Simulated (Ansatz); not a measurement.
Reactions of CH4BNOS (`SC1NBO1`).

Isolated molecules relaxed with PBE0-D4/def2-TZVP in Ansatz; ΔE leaves out vibrations. CCSD(T)/CBS adds triple-zeta CCSD(T) − MP2 to the extrapolated MP2 energy (def2 sets, frozen cores). This one scheme is used for every species, atoms too. Functionals use def2-TZVPP. No spin–orbit coupling; open shells (•) take unrestricted orbitals. Spin–orbit coupling would lower the free atoms: a little for B, C, O, S. Each species was taken in one conformer, which may not be the lowest.

```csv
reaction,ωB97M-V (kJ/mol),ωB97X-V (kJ/mol)
`SC1NBO1` + H₂ → `B1NCO1` + H₂S,-55,-56
`SC1NBO1` → B• + C• + 4 H• + N• + O• + S•,3516,3507
`SC1NBO1` → `BNC(=O)S`,8,7
`SC1NBO1` + H–F → `FC1NBO1` + H₂S,-15,-18
```

Q: Give the CCSD(T)/CBS values in the same order. (Estimate.)

A: Computed: -54, 3474, 10, -1 kJ/mol.

Largest T1 diagnostic: 0.016, for `BNC(=O)S`.
